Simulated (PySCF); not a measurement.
A PySCF script (with the pyscf-properties extension) for the NMR shieldings of C5H14BNS, on a GFN2-xTB geometry:

```python
import basis_set_exchange as bse
import numpy as np
from pyscf import gto, dft
from pyscf.prop import nmr

atoms = """
C     2.015262   -1.613345   -0.112374
B     1.210356   -0.874614    1.036220
N    -0.065101   -0.368487    0.850712
C    -0.916108   -0.418396   -0.318773
C    -2.186524   -1.217025   -0.007951
C    -1.290441    0.988248   -0.799374
S     0.036716    1.827980   -1.727500
C     1.062804    2.466932   -0.373010
H     2.737656   -2.317562    0.293545
H     1.387865   -2.158504   -0.813798
H     2.583018   -0.889148   -0.696997
H     1.700046   -0.690439    2.090627
H    -0.534796    0.088255    1.621130
H    -0.362078   -0.916049   -1.118332
H    -2.785292   -0.701618    0.741377
H    -1.917090   -2.197454    0.377739
H    -2.786827   -1.346480   -0.904388
H    -2.120001    0.931295   -1.503465
H    -1.576257    1.631245    0.034613
H     1.874263    3.016579   -0.838449
H     0.468324    3.136385    0.243024
H     1.453795    1.641586    0.212905
"""
names = dict.fromkeys(["C", "B", "N", "S", "H"], "pcSseg-1")
basis = {el: gto.basis.parse(bse.get_basis(n, elements=[el], fmt="nwchem")) for el, n in names.items()}
mol = gto.M(atom=atoms, basis=basis, charge=0, verbose=0)
mf = dft.RKS(mol, xc="PBE0")
mf.grids.level = 2
mf.grids.alignment = dft.numint.BLKSIZE   # the property module wants whole blocks of grid points
mf.conv_tol = 1e-9
mf.kernel()

calc = nmr.RKS(mf)   # GIAO
C = mf.mo_coeff
Co = C[:, mf.mo_occ > 0]
resp = mf.gen_response(singlet=True, hermi=2)
def vind(x):   # induced exchange potential for any number of trial vectors
    d = np.einsum("pi,xij,qj->xpq", C, 2 * x.reshape(-1, C.shape[1], Co.shape[1]), Co, optimize=True)
    return np.einsum("xpq,pi,qj->xij", resp(d - d.transpose(0, 2, 1)), C, Co, optimize=True).ravel()
mo1, _ = nmr.rhf.solve_mo1(calc, with_cphf=vind)
sigma = calc.kernel(mo1)
for i, s in enumerate(sigma):   # ppm
    w = np.linalg.eigvalsh((s + s.T) / 2)
    print("%2d %-2s iso %8.1f  s11 %8.1f  s22 %8.1f  s33 %8.1f" % (i, mol.atom_pure_symbol(i), w.mean(), *w))
```

Problem. What are the results?

Solution. 
```
 0 C  iso    184.9  s11    172.2  s22    186.8  s33    195.8
 1 B  iso     59.5  s11     16.8  s22     44.7  s33    117.0
 2 N  iso    102.9  s11     -2.8  s22    136.0  s33    175.7
 3 C  iso    127.3  s11    114.2  s22    122.0  s33    145.6
 4 C  iso    158.3  s11    132.5  s22    155.9  s33    186.5
 5 C  iso    139.1  s11    126.6  s22    135.6  s33    155.1
 6 S  iso    524.8  s11    401.1  s22    437.8  s33    735.5
 7 C  iso    163.8  s11    146.7  s22    163.1  s33    181.5
 8 H  iso     31.1  s11     27.2  s22     27.9  s33     38.3
 9 H  iso     31.1  s11     26.4  s22     31.7  s33     35.3
10 H  iso     31.3  s11     26.3  s22     30.5  s33     37.1
11 H  iso     26.7  s11     25.3  s22     26.9  s33     27.9
12 H  iso     27.6  s11     23.8  s22     28.8  s33     30.1
13 H  iso     27.8  s11     26.2  s22     27.3  s33     30.0
14 H  iso     30.7  s11     27.4  s22     29.1  s33     35.6
15 H  iso     30.6  s11     26.3  s22     28.6  s33     36.7
16 H  iso     30.5  s11     26.4  s22     28.0  s33     37.2
17 H  iso     29.3  s11     22.9  s22     30.1  s33     34.9
18 H  iso     29.7  s11     25.3  s22     30.3  s33     33.4
19 H  iso     30.0  s11     25.4  s22     26.4  s33     38.1
20 H  iso     29.7  s11     25.4  s22     27.2  s33     36.5
21 H  iso     28.4  s11     20.6  s22     30.0  s33     34.6
```

These numbers come from an equivalent density-fitted implementation of the same equations, which agrees with the script to about 0.01 ppm for H and up to a few tenths of a ppm for heavy atoms, so last digits may differ.

Size and cost of the density-fitted run: 213 basis functions, 73 s wall time on 1 thread of an Arm Neoverse N1, shared host; peak memory 1 GiB.
